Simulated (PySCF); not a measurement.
Excitation energy of Rh+ by level of theory

Rh+ [Kr] 4d8 (3F) → Rh+ [Kr] 4d7 5s1 (5F), as a difference of total energies. All numbers are calculated (PySCF 2.14, scalar relativity through the core potential, in def2-TZVPPD with the def2 core potential (28 electrons)). Correlated levels: valence and next inner shell: nothing frozen outside the core potential. The calculations carry no spin-orbit coupling.

```tsv
method	excitation energy (eV)	error (eV)
UHF	1.348	-0.778
MP2 (valence and next inner shell)	1.981	-0.145
SCS-MP2 (valence and next inner shell)	2.136	+0.010
CCSD (valence and next inner shell)	1.873	-0.253
CCSD(T) (valence and next inner shell)	1.899	-0.227
```

Reference: 2.126 eV (measured; NIST levels, between the centres of gravity of the two terms).

Errors of the correlated levels include the incompleteness of this basis.
